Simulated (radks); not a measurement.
Pt35+, 43 electrons, occupied as [Kr] 4d7 (the NIST ground configuration). All-electron calculation, scalar-relativistic Kohn-Sham, PBEsol, spin-polarised, spherical densities, finite nucleus; open shells are filled with parallel spins first (spin-orbit coupling, left out, can overturn this in heavy ions); Fermi nuclear charge, rms radius 5.427 fm. Program: a radial shooting solver on a logarithmic mesh with Libxc functionals. Some entries of the table are withheld. Estimate them.

orbital,occ.,eigenvalue (hartree),<1/r> (bohr^-1)
1s up,1,-2932.402,93.88
1s down,1,-2932.399,93.88
2s up,1,-558.7028,22.00
2s down,1,-558.5814,22.00
2p up,3,-491.3973,19.66
2p down,3,-491.2966,19.66
3s up,1,-170.9114,8.213
3s down,1,-170.8445,8.214
3p up,3,-151.2651,7.522
3p down,3,-151.1921,7.524
3d up,5,(1),(2)
3d down,5,(3),(4)
4s up,1,-72.42154,3.822
4s down,1,-72.14497,3.820
4p up,3,-65.34768,3.537
4p down,3,-65.07575,3.534
4d up,5,-57.16211,3.295
4d down,2,-56.88980,3.293

Answer. 
(1) 3d up eigenvalue (hartree): -130.1901
(2) 3d up <1/r> (bohr^-1): 7.081
(3) 3d down eigenvalue (hartree): -130.0864
(4) 3d down <1/r> (bohr^-1): 7.081
